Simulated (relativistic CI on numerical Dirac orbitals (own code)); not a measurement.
# Sensitivity of the levels of P³⁺ to α

Computed by Dirac-Coulomb-Breit CI, orbitals from a KLI potential per configuration, valence Slater integrals scaled by 0.85, P86 correlation energy added to each configuration, derivatives by finite differences, QED left out (own radial code, finite nucleus).

Configuration list (outside the closed core [Ne]): 3s2, 3s.3p, 3p2, 3s.3d, 3d2, 3p.3d, 3s.4s, 3p.4s. Levels of other configurations are missing.

With x = (α/α₀)² − 1 an excitation energy changes as ω = ω₀ + qx; K = 2q/ω₀ is the relative enhancement. Terms are leading LS components, so labels can repeat.

Lowest level 3s2 1S_0.

| Level | ω₀ (cm⁻¹) | q (cm⁻¹) | K |
| --- | --- | --- | --- |
| 3s.3p 3P°_0 | 66407 | 396 | 0.0119 |
| 3s.3p 3P°_1 | 66627 | 615.1 | 0.0185 |
| 3s.3p 3P°_2 | 67080 | 1073 | 0.032 |
| 3s.3p 1P°_1 | 102821 | 912 | 0.0177 |
| 3p2 1D_2 | 158178 | 1553 | 0.0196 |
| 3p2 3P_0 | 163765 | 1322 | 0.0161 |
| 3p2 3P_1 | 164001 | 1570 | 0.0192 |
| 3p2 3P_2 | 164456 | 2038 | 0.0248 |
| 3s.3d 3D_3 | 189309 | 987.5 | 0.0104 |
| 3s.3d 3D_2 | 189313 | 991.4 | 0.0105 |
| 3s.3d 3D_1 | 189317 | 995.4 | 0.0105 |
| 3p2 1S_0 | 192802 | 1796 | 0.0186 |
| 3s.3d 1D_2 | 220826 | 1205 | 0.0109 |
| 3s.4s 3S_1 | 227234 | 564 | 0.00496 |
| 3s.4s 1S_0 | 235663 | 583.1 | 0.00495 |
| 3p.3d 3F°_2 | 263110 | 1608 | 0.0122 |
| 3p.3d 3F°_3 | 263355 | 1865 | 0.0142 |
| 3p.3d 3F°_4 | 263669 | 2185 | 0.0166 |
| 3p.3d 1D°_2 | 266359 | 1974 | 0.0148 |
| 3p.3d 3P°_2 | 279891 | 1769 | 0.0126 |
| 3p.3d 3P°_1 | 280130 | 2010 | 0.0144 |
| 3p.3d 3P°_0 | 280275 | 2185 | 0.0156 |
| 3p.3d 3D°_1 | 281743 | 1888 | 0.0134 |

For a near-neutral ion this model can misplace configurations by up to about 10,000 cm⁻¹ (more where the count of f electrons changes) and terms by 10 to 25 % of their spread. Rates follow the energies as ν³ (E1, M1) or ν⁵ (E2), so they and the lifetimes can be off by large factors. The fine structure of a lone outer electron comes out too small, for d and f at times inverted, and misplaced configurations move strength between like terms.
